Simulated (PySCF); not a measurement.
Compound: C₇H₁₃F.
Cartesian coordinates in Å at the PBE0-D3(BJ)/def2-SVP level; atoms count from 1:
```
atom  x, y, z in Å
C1     3.3383   -0.4005    0.2839
C2     2.1854   -1.0161    0.0169
C3     0.8397   -0.6037    0.5240
C4    -0.1890   -0.3277   -0.5797
C5    -1.5999   -0.1059   -0.0336
C6    -2.2473   -1.3371    0.5789
C7     0.2530    0.8558   -1.4196
F8    -0.6152    1.0601   -2.4669
H9     4.2889   -0.7657   -0.1127
H10    3.3739    0.4915    0.9183
H11    2.1990   -1.9076   -0.6247
H12    0.9373    0.2862    1.1709
H13    0.4472   -1.4100    1.1670
H14   -0.2169   -1.2044   -1.2552
H15   -2.2237    0.2583   -0.8650
H16   -1.5692    0.7142    0.7073
H17   -1.6872   -1.7189    1.4468
H18   -2.3172   -2.1552   -0.1558
H19   -3.2679   -1.1160    0.9255
H20    0.2771    1.7745   -0.8045
H21    1.2625    0.6916   -1.8309
```

Linear response at CAM-B3LYP/def2-SVPD (PySCF, frozen core in the response, non-relativistic). One conformer (not necessarily the lowest) at the PBE0-D3(BJ)/def2-SVP geometry, without solvent, vibrations or thermal averaging.

Static isotropic polarisability: 87.44 au (12.96 Å³), principal values 76.0, 79.4, 106.9 au.

(1) What is the polarisability at 1064 nm and at the sodium D line?

(2) What is the isotropic C6 coefficient between two such molecules, C6 = (3/π)∫α(iω)² dω?

(3) Which effective excitation energy ω̄ makes London's formula C6 = (3/4)α²ω̄ exact here?

(4) What three-body coefficient follows from the one-pole estimate C9 = (3/4)·α·C6?

(5) The lowest 6 singlets have (eV, f): 7.31, 0.319; 7.37, 0.159; 7.68, 0.002; 8.08, 0.001; 8.13, 0.015; 8.46, 0.001. What share of the static polarisability do they carry in the sum over states α = Σ f/ω²?

(6) What n − 1 at the D line would an ideal gas of it have at 273.15 K and 1 atm (2.6868 × 10¹⁹ cm⁻³), by n − 1 = 2π·N·α′?

## Answers

(1) 88.11 au at 1064 nm (+0.8 %), 89.68 au at 589.3 nm (+2.6 %). The rise at 589.3 nm is 3.36 times that at 1064 nm; a pure ω² law gives 3.26. The lowest singlet lies at 170 nm, shorter than both wavelengths.

(2) 3328 au (Eh·bohr⁶) by a ten-point quadrature over imaginary frequencies, which is 1990 eV·Å⁶ or 192 J·nm⁶/mol.

(3) ω̄ = 4·C6/(3α²) = 0.580 Eh = 15.8 eV. A one-pole form α(ω) = α/(1 − ω²/ω̄²) fitted to the 1064 nm value gives 13.4 eV.

(4) 218000 au. This is an estimate from the two numbers above, not a computed integral.

(5) 6.80 au, 7.8 % of α; the largest term, 4.41 au, is that of the state at 7.31 eV. Their oscillator strengths add up to 0.50. Higher states carry the rest.

(6) 22.44 × 10⁻⁴, a formal value whether or not that pressure can be reached.
